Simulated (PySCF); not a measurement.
difluoro(silyl)silane (F₂H₄Si₂), SMILES F[SiH](F)[SiH3]. Geometry optimised at TPSSh-D3(BJ)/def2-SVP.

### Question
Give the equilibrium geometry at TPSSh-D3(BJ)/def2-SVP (PySCF confirms it by a frequency run) as Cartesian coordinates in Å, and its point group. (An estimate is asked for; the answer gives what the named calculation found.)

### Answer
point group Cs.
```xyz
8

Si    -1.7378     0.0709     0.0000
Si     0.5608    -0.3805     0.0000
F      1.2334     0.3139    -1.3064
F      1.2334     0.3139     1.3064
H     -1.9517     1.5430     0.0000
H     -2.3613    -0.5246    -1.2137
H     -2.3613    -0.5246     1.2137
H      0.9520    -1.8097     0.0000
```
